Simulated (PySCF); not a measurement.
## Ionisation energy of K by level of theory

K [Ar] 4s1 (2S) → K⁺ [Ar] (1S), as a difference of total energies. All numbers are calculated (PySCF 2.14, scalar relativity by spin-free X2C-1e, in x2c-QZVPPall with one added diffuse shell each of s, p, d, f type (12s8p5d4f, 89 functions)). Correlated levels: valence and next inner shell: [Ne] frozen. The calculations carry no spin-orbit coupling.

```json
{"method": "UHF", "ionisation energy (eV)": "4.022", "error (eV)": "-0.319"}
{"method": "LDA", "ionisation energy (eV)": "4.545", "error (eV)": "+0.204"}
{"method": "PBE", "ionisation energy (eV)": "4.463", "error (eV)": "+0.122"}
{"method": "PBE0", "ionisation energy (eV)": "4.390", "error (eV)": "+0.049"}
{"method": "r2SCAN", "ionisation energy (eV)": "4.263", "error (eV)": "-0.078"}
{"method": "CAM-B3LYP", "ionisation energy (eV)": "4.450", "error (eV)": "+0.109"}
{"method": "TPSSh", "ionisation energy (eV)": "4.255", "error (eV)": "-0.086"}
{"method": "B97-3", "ionisation energy (eV)": "4.187", "error (eV)": "-0.154"}
{"method": "wB97X-V", "ionisation energy (eV)": "4.203", "error (eV)": "-0.138"}
{"method": "MP2 (valence and next inner shell)", "ionisation energy (eV)": "4.297", "error (eV)": "-0.044"}
{"method": "SCS-MP2 (valence and next inner shell)", "ionisation energy (eV)": "4.241", "error (eV)": "-0.100"}
```

Reference: 4.341 eV (measured; NIST Atomic Spectra Database, ionization energies).

Errors of the correlated levels include the incompleteness of this basis and the frozen core.
